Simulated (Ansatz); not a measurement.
`CC([SeH])[TeH]` + `CB(C)Cl` → `CB(Cl)[SeH]` + `CC(C)[TeH]` at 400 K and 1 bar (redistribution).

Calculated with Ansatz (gas phase, PBE0-D4/def2-TZVP geometries, no zero-point term in ΔE). CCSD(T)/CBS adds triple-zeta CCSD(T) − MP2 to the extrapolated MP2 energy (def2 sets, frozen cores). def2 core potentials past Kr. For Se, Te outer-core shells are correlated without core-valence functions, which leaves a few kJ/mol of doubt a bond. Scalar relativity is left out up to krypton. One conformer a species, not always the lowest.

| species | CCSD(T)/CBS energy (Eh) | H − E (kJ/mol) | S (J/(mol·K)) |
| --- | --- | --- | --- |
| `CC([SeH])[TeH]` | -2748.13456 | 215.2 | 392.4 |
| `CB(C)Cl` | -564.35192 | 233.6 | 349.1 |
| `CB(Cl)[SeH]` | -2925.81492 | 160.3 | 362.3 |
| `CC(C)[TeH]` | -386.69819 | 293.2 | 369.7 |

H − E and S are ideal-gas, rigid-rotor, harmonic terms from PBE0-D4/def2-TZVP, for one conformer and one mirror image of each species. 1 Eh = 2625.50 kJ/mol, R = 8.31446 J/(mol·K).

**Question.** By hand: ΔE, ΔH, ΔS and ΔG.

**Answer.** ΔE = (-2925.81492) + (-386.69819) − (-2748.13456) − (-564.35192) = -0.02663 Eh = -69.9 kJ/mol. Δ(H − E) = 160.3 + 293.2 − 215.2 − 233.6 = 4.7, so ΔH = -65.2 kJ/mol. ΔS = 362.3 + 369.7 − 392.4 − 349.1 = -9.5 J/(mol·K). ΔG = -65.2 − 400 × (-9.5)/1000 = -61.4 kJ/mol.

**Question.** By hand: the equilibrium constant, and the temperature at which ΔG would vanish if ΔH and ΔS stayed fixed.

**Answer.** log₁₀ K = −ΔG/(RT ln 10) = 8.0. ΔG = 0 at ΔH/ΔS = 6863 K, far beyond where these terms or the molecules hold.

The number of gas molecules stays the same, so ΔS is small and ΔH decides. A doubt of 5 kJ/mol in ΔE shifts log₁₀ K by 0.7 here. Other conformers and mirror images would add mixing entropy, several J/(mol·K) or more a flexible species. Modes under 60 cm⁻¹, often nearly free rotors, make the harmonic entropy too high. These are equilibria of isolated gas molecules and say nothing of rates. Largest T1 diagnostic: 0.011 (customary marks: 0.02 for closed shells, 0.045 for open ones).
